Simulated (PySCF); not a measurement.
Molecule: SMILES C#CCC(=S)[C@@H]1CC1=C, C8H8S.

Geometry (Å), atoms numbered from 1 in this order:
```xyz
17

C    -3.187    0.939    0.178
C    -2.458    0.019    0.415
C    -1.582   -1.097    0.698
C    -0.268   -1.082   -0.038
S     0.521   -2.490   -0.282
C     0.277    0.207   -0.447
C     1.412    0.262   -1.472
C     1.686    0.535   -0.078
C     2.491    0.817    0.909
H    -3.834    1.740   -0.022
H    -1.353   -1.097    1.772
H    -2.100   -2.035    0.482
H    -0.434    1.026   -0.433
H     1.736   -0.688   -1.876
H     1.401    1.075   -2.184
H     3.542    0.988    0.742
H     2.143    0.893    1.926
```

Frames of a GFN2-xTB Langevin trajectory at 300 K; GIAO PBE0/pcSseg-1 shieldings in PySCF 2.14.0 with density-fitted response routines, gas phase, non-relativistic; equivalent atoms averaged within each frame.

Referencing at the same level of theory: TMS for ¹³C (σref 186.93), ¹H (σref 31.72); ³³S (σref 503.73) vs CS2. The references are static minima.

How do the shifts (ppm) fluctuate along the trajectory?

Results:


| time (fs) | C4 | C8 | C9 | C2 | C1 | C3 | C7 | C6 | S5 | H16 |
| --- | --- | --- | --- | --- | --- | --- | --- | --- | --- | --- |
| 250 | 261.3 | 154.2 | 126.0 | 84.5 | 79.5 | 42.9 | 40.1 | 38.2 | 863 | 6.76 |
| 425 | 275.3 | 154.6 | 115.4 | 88.1 | 82.6 | 50.2 | 35.0 | 42.5 | 873 | 6.14 |
| 625 | 263.7 | 152.1 | 111.2 | 92.4 | 88.5 | 46.2 | 14.3 | 45.9 | 902 | 6.33 |
| 800 | 264.9 | 171.3 | 111.0 | 94.2 | 94.0 | 47.4 | 24.8 | 43.8 | 851 | 6.17 |
| 1000 | 282.0 | 149.5 | 108.5 | 81.5 | 77.7 | 56.2 | 28.4 | 41.0 | 1037 | 5.69 |
| mean of frames | 269.4 | 156.3 | 114.4 | 88.1 | 84.5 | 48.5 | 28.5 | 42.3 | 905 | 6.22 |
| standard deviation | 8.8 | 8.6 | 6.9 | 5.3 | 6.7 | 5.0 | 9.9 | 2.9 | 76 | 0.38 |

5 frames give an uncertainty of the mean of about the standard deviation over 2.2 at best, since frames this close in time may not be independent; classical motion lacks zero-point vibration, and the reference would need the same averaging.
